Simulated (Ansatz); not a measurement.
Zr2O2. Charge 0, multiplicity 1. Geometry r2SCAN-D4/def2-TZVP, that of the charge +1 doublet.

```xyz
4

Zr    0.231   -1.152    0.633
Zr    0.049    1.349   -0.297
O    -1.204    0.109    0.597
O     0.923   -0.306   -0.933
```

In the def2 sets Zr takes a core potential; there is no spin–orbit coupling. At LDA (SPW92)/def2-TZVP, PBE-D4/def2-TZVP, revPBE-D4/def2-TZVP an occupied level lies above an empty one. The structure comes from a short search, and lower isomers may exist.

Estimate the orbital energies around the gap (eV) in Ansatz with LDA (SPW92)/def2-TZVP, PBE-D4/def2-TZVP, revPBE-D4/def2-TZVP, r2SCAN-D4/def2-TZVP, PBE0-D4/def2-TZVP.


| orbital | LDA (SPW92)/def2-TZVP | PBE-D4/def2-TZVP | revPBE-D4/def2-TZVP | r2SCAN-D4/def2-TZVP | PBE0-D4/def2-TZVP |
| --- | --- | --- | --- | --- | --- |
| HOMO−5 | -8.77 | -8.54 | -8.46 | -9.05 | -10.90 |
| HOMO−4 | -8.51 | -8.30 | -8.22 | -8.83 | -10.71 |
| HOMO−3 | -8.38 | -8.18 | -8.11 | -8.71 | -10.56 |
| HOMO−2 | -7.88 | -7.65 | -7.58 | -8.13 | -9.87 |
| HOMO−1 | -4.17 | -4.00 | -3.93 | -4.26 | -5.40 |
| HOMO | -3.04 | -2.88 | -2.82 | -3.04 | -3.92 |
| LUMO | -3.14 | -2.96 | -2.88 | -3.02 | -2.78 |
| LUMO+1 | -2.35 | -2.10 | -2.03 | -2.11 | -1.94 |
| LUMO+2 | -2.26 | -2.10 | -2.00 | -2.07 | -1.71 |
| LUMO+3 | -2.25 | -2.07 | -1.97 | -1.98 | -1.66 |
| LUMO+4 | -2.04 | -1.84 | -1.74 | -1.82 | -1.60 |
| LUMO+5 | -1.92 | -1.73 | -1.65 | -1.67 | -1.41 |
